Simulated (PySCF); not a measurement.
Species: C5H6NOP.
SMILES: `COc1ccpcn1`

Torsions of this conformer, `[CH3:1][O:2][c:3]1[cH:4][cH:5][p:6][cH:7][n:8]1`: C1–O2–C3–C4 180°.

The closed-shell ground state was solved at several levels (PySCF, density fitting, gas phase, non-relativistic). The structure is a single PBE0-D3(BJ)/def2-SVP conformer in the gas phase; no vibrational or solvent corrections.

| level | basis functions | HOMO (eV) | LUMO (eV) | gap (eV) | dipole (D) |
| --- | --- | --- | --- | --- | --- |
| KT2/pcSseg-1 | 173 | -5.83 | -2.15 | 3.68 | 1.58 |
| wB97X-D/def2-SVPD | 215 | -8.43 | 0.28 | 8.71 | 1.41 |

(1) Estimate the row for PBE0/pcSseg-1, a basis of 173 functions; the other rows only guide the guess.

(2) Over all these levels, which gives the widest orbital gap and which the narrowest?

(3) How far do the dipole and the HOMO energy spread over the levels?

## Answers

(1) HOMO -6.75 eV, LUMO -1.40 eV, gap 5.35 eV, dipole 1.49 D.

(2) wB97X-D/def2-SVPD (range-separated hybrid) has the widest, 8.71 eV, and KT2/pcSseg-1 (GGA) the narrowest, 3.68 eV. Functional and basis both differ between the two, so the spread mixes both effects.

(3) The dipole runs from 1.41 to 1.58 D (mean 1.49 D) and the HOMO from -8.43 to -5.83 eV.
